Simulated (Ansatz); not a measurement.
One change: `F/C(Br)=C\Br` becomes `Br/C=C\Br`.

Ansatz, PBE0-D4/def2-TZVP geometries, multiplicity 1. 

Scalar relativity is left out up to krypton. Spin–orbit coupling is left out; it splits and shifts lone-pair levels of the heavy atoms by tenths of an eV.

| property | `F/C(Br)=C\Br` |
| --- | --- |
| LUMO energy (PBE/def2-TZVPP) / eV | -1.81 |
| size of the dipole moment (B3LYP/def2-TZVPP) / D | 1.20 |
| HOMO–LUMO gap (PBE0/def2-TZVPP) / eV | 6.49 |
| HOMO energy (ωB97M-V/def2-TZVPP) / eV | -9.41 |
| HOMO–LUMO gap (PBE/def2-TZVPP) / eV | 4.30 |
| LUMO energy (B3LYP/def2-TZVPP) / eV | -1.06 |

(1) What does the change do to each property? (Best estimate.)

Results:

(1) Computed: 
```
                                        property  `Br/C=C\Br`  shift
               LUMO energy (PBE/def2-TZVPP) / eV        -1.56   0.25
size of the dipole moment (B3LYP/def2-TZVPP) / D         1.63   0.43
            HOMO–LUMO gap (PBE0/def2-TZVPP) / eV         6.65   0.16
           HOMO energy (ωB97M-V/def2-TZVPP) / eV        -9.40   0.01
             HOMO–LUMO gap (PBE/def2-TZVPP) / eV         4.58   0.28
             LUMO energy (B3LYP/def2-TZVPP) / eV        -0.83   0.23
```

Dipoles are sizes alone; their direction can turn.

Positive LUMOs are unbound, so they and the gaps depend on the basis.

B3LYP here is the variant with VWN-RPA as its local correlation; programs differ in this.
